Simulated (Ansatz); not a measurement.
C3H8GeO (`C[CH2][Ge][O]C`) at its PBE0-D4/def2-TZVP geometry, where that method's forces vanish. Charge 0, multiplicity 1.

```
atom   x (Å)   y (Å)   z (Å)
  C1  -1.515  -1.067   0.291
  C2  -1.698   0.388  -0.104
 Ge3  -0.074   1.503  -0.409
  O4   1.110   0.207  -0.058
  C5   2.496   0.437  -0.120
  H6  -0.951  -1.158   1.221
  H7  -2.476  -1.571   0.431
  H8  -0.954  -1.617  -0.466
  H9  -2.287   0.480  -1.029
 H10  -2.287   0.936   0.646
 H11   2.740   1.470  -0.400
 H12   2.948  -0.235  -0.856
 H13   2.948   0.228   0.854
```

(1) For each bond, give half the difference of the two atoms' forces along it (eV/Å; positive pushes the atoms apart) under PBE-D4, r2SCAN-D4, B3LYP-D4, ωB97M-V in def2-TZVPP. (Estimate.)

Answers

(1) Ansatz gave: 
```json
{"bond": "C1–C2", "length (Å)": "1.519", "PBE-D4": "-0.04", "r2SCAN-D4": "0.11", "B3LYP-D4": "0.18", "ωB97M-V": "0.25"}
{"bond": "C1–H6", "length (Å)": "1.091", "PBE-D4": "0.12", "r2SCAN-D4": "-0.03", "B3LYP-D4": "-0.06", "ωB97M-V": "-0.08"}
{"bond": "C1–H7", "length (Å)": "1.094", "PBE-D4": "0.10", "r2SCAN-D4": "-0.03", "B3LYP-D4": "-0.07", "ωB97M-V": "-0.09"}
{"bond": "C1–H8", "length (Å)": "1.091", "PBE-D4": "0.12", "r2SCAN-D4": "-0.03", "B3LYP-D4": "-0.06", "ωB97M-V": "-0.08"}
{"bond": "C2–Ge3", "length (Å)": "1.993", "PBE-D4": "0.15", "r2SCAN-D4": "-0.01", "B3LYP-D4": "0.14", "ωB97M-V": "-0.09"}
{"bond": "C2–H9", "length (Å)": "1.100", "PBE-D4": "0.11", "r2SCAN-D4": "-0.01", "B3LYP-D4": "-0.11", "ωB97M-V": "-0.09"}
{"bond": "C2–H10", "length (Å)": "1.100", "PBE-D4": "0.12", "r2SCAN-D4": "-0.01", "B3LYP-D4": "-0.10", "ωB97M-V": "-0.08"}
{"bond": "Ge3–O4", "length (Å)": "1.790", "PBE-D4": "0.48", "r2SCAN-D4": "0.02", "B3LYP-D4": "0.21", "ωB97M-V": "-0.05"}
{"bond": "O4–C5", "length (Å)": "1.406", "PBE-D4": "0.25", "r2SCAN-D4": "0.34", "B3LYP-D4": "0.24", "ωB97M-V": "0.32"}
{"bond": "C5–H11", "length (Å)": "1.098", "PBE-D4": "0.05", "r2SCAN-D4": "-0.09", "B3LYP-D4": "-0.07", "ωB97M-V": "-0.10"}
{"bond": "C5–H12", "length (Å)": "1.095", "PBE-D4": "0.08", "r2SCAN-D4": "-0.07", "B3LYP-D4": "-0.10", "ωB97M-V": "-0.12"}
{"bond": "C5–H13", "length (Å)": "1.095", "PBE-D4": "0.08", "r2SCAN-D4": "-0.06", "B3LYP-D4": "-0.10", "ωB97M-V": "-0.12"}
```

B3LYP here is the variant with VWN-RPA as its local correlation; programs differ in this.
